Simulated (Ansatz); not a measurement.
Reaction (cleavage of the Ge–Si bond): `C=C[SiH2][GeH3]` + `NC#CO` → `NC#C[O][GeH3]` + `C=C[SiH3]`

Gas-phase electronic energies from Ansatz, PBE0-D4/def2-TZVP geometries. CBS: MP2 limit from def2 TZ/QZ plus the TZ coupled-cluster correction, frozen cores. DFT in def2-TZVPP. For Ge outer-core shells are correlated without core-valence functions, which leaves a few kJ/mol of doubt a bond. Scalar relativity is left out up to krypton. One conformer a species, not always the lowest.

```tsv
level	ΔE (kcal/mol)	difference from CCSD(T)/CBS
ωB97X-V	-3.9	-0.9
ωB97M-V	-3.4	-0.4
B2PLYP	-4.9	-1.9
r2SCAN	-2.4	0.6
MP2/def2-TZVPP	-5.3	-2.3
SCS-MP2/def2-TZVPP	-6.8	-3.8
CCSD/def2-TZVPP	-4.3	-1.3
HF/def2-QZVPP	-8.9	-5.9
SCS-MP2/def2-QZVPP	-6.4	-3.4
MP2/CBS(def2)	-4.2	-1.2
CCSD(T)/CBS	-3.0	0
```

Largest T1 diagnostic among the species: 0.013.

In def2-TZVPP, CCSD(T) changes the Hartree–Fock value by +4.4 kcal/mol (the triples alone add +0.2 kcal/mol) and MP2 by +3.2 kcal/mol.
